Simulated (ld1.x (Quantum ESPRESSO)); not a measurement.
# H (Z = 1): one change to a TM potential, before and after

ld1.x (Quantum ESPRESSO) 7.5 input, shortened:

```
&input
   title='H', zed=1., rel=1, dft='PBE', iswitch=3,
   config='1s1 2p-2'
 /
 &inputp
   pseudotype=2, tm=.true., lloc=0,
   nlcc=.false.
 /
2
2P  2  1  -2.00   0.10  0.90  0.90  0.0
1S  1  0   1.00   0.00  0.95  0.95  0.0
 &test
   configts(1)='1s1'
 /
```

Change: all radii scaled by about 1.38 (s 1.32, p 1.24 bohr).

Cutoffs: the cutoffs (Ry, on a coarse ladder) from which the occupation-weighted sum of valence levels, in a spherical-Bessel basis at the reference potential, stays within 10 and 1 mRy of its value at 400 Ry; they do not see the model core or the augmentation charge, which bear on the density cutoff. Errors are all-electron minus pseudo energies relative to the spin-unpolarised reference configuration.

Question: Predict the effect on cutoff, ghosts and configuration errors.

Answer: The potential gets softer (30 Ry and 50 Ry → 18 Ry and 35 Ry); neither file shows a bound ghost. A larger radius leaves more room for a smooth pseudo-wave, so fewer plane waves are needed.

```tsv
quantity	base	changed
cutoff, loose	30 Ry	18 Ry
cutoff, tight	50 Ry	35 Ry
bound ghosts	none	none
error for 1s0.5, meV [ΔE 4.76 eV]	+0.4	+1.9
```
